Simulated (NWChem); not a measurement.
Molecule: C2H4F2OSi; SMILES F[Si]1(F)CCO1

```xyz
10

F      0.0126     1.4005    -1.2843
Si    -0.0287     0.4097     0.0000
F      0.0126     1.4005     1.2843
C     -1.1804    -1.0573     0.0000
C      0.1618    -1.8464     0.0000
O      1.1619    -0.7711     0.0000
H     -1.8022    -1.2002    -0.9039
H     -1.8022    -1.2002     0.9039
H      0.2977    -2.4772     0.9036
H      0.2977    -2.4772    -0.9036
```
Atoms are numbered in this order, from 1.

Computed with NWChem. Pople sets run with spherical d functions. The geometry was optimised at PBE-D3(BJ)/def2-SVP.

Task: Taking PBE0/6-311++G** as the yardstick, which of these has the fewest basis functions while keeping “dipole (D)” within 0.2 D of it: PBE0/6-31+G*; PBE0/STO-3G; PBE0/3-21G; PBE0/6-311G**; PBE0/6-31G*?

Result: PBE0/3-21G (a larger set in the list lies outside the tolerance).
```csv
level,basis functions,dipole (D),relative time (rough)
PBE0/STO-3G,38,1.50,1
PBE0/3-21G,66,3.46,1
PBE0/6-31G*,96,3.17,3
PBE0/6-31+G*,120,3.44,4
PBE0/6-311G**,140,3.37,4
PBE0/6-311++G**,168,3.50,8
```

The yardstick is one finite set, not the basis-set limit.
